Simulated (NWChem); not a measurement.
iminoborane (BNH2); SMILES B=N

Program: NWChem. Geometry: optimised at PBE0-D3(BJ)/def2-TZVP.

Question: Estimate the computed values for B3LYP/3-21G. Quantities: highest occupied level (eV); orbital gap (eV); dipole (D).

Answer: The highest occupied level (eV) is -8.01, the orbital gap (eV) is 9.59 and the dipole (D) is 0.62.
